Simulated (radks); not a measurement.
The dysprosium ion Dy65+, configuration 1s1.

Method: scalar-relativistic Kohn-Sham, PBE, spin-polarised, spherical densities, finite nucleus; open shells are filled with parallel spins first (spin-orbit coupling, left out, can overturn this in heavy ions); Fermi nuclear charge, rms radius 5.2218 fm; computed with a radial shooting solver on a logarithmic mesh with Libxc functionals.

Energy parts (hartree):
| part | energy |
|---|---|
| total | -2320.7834 |
| kinetic | 2646.7908 |
| electron-nucleus | -4967.8151 |
| Hartree | 22.6869 |
| exchange-correlation | -22.4460 |

Orbitals (lengths in bohr, moments of r in powers of bohr; r(max) is where P^2 peaks; r(90%) holds 90 % of the orbital's charge):
orbital  occ.  eigenvalue (hartree)      <r>  r(90%)   r(max)
1s up       1             -2304.189  0.02087  0.0377  0.01328
2s up       0             -579.3481  0.08385   0.129  0.07245
2p up       0             -551.8861  0.07275   0.117  0.05761

The highest occupied level is 1s up at -62700 eV. The density falls to 0.001 e/bohr^3 at r = 0.14 bohr. Summed over all electrons, <r^2> = 0.0005939 bohr^2, which gives a Langevin (diamagnetic) susceptibility term of -0.00047 x 10^-6 cm^3/mol. The electron density at the nucleus is 3.414e+05 e/bohr^3 (large components only). For comparison, the ionisation energy in NIST's Atomic Spectra Database is 63073.2 eV (theoretical). In exact Kohn-Sham theory the highest level is minus the ionisation energy, but local and semilocal functionals leave it too shallow, through self-interaction and a potential that decays too fast; potentials with the right tail come closer. The spin density at the nucleus is 341448 e/bohr^3 (1s 341448).
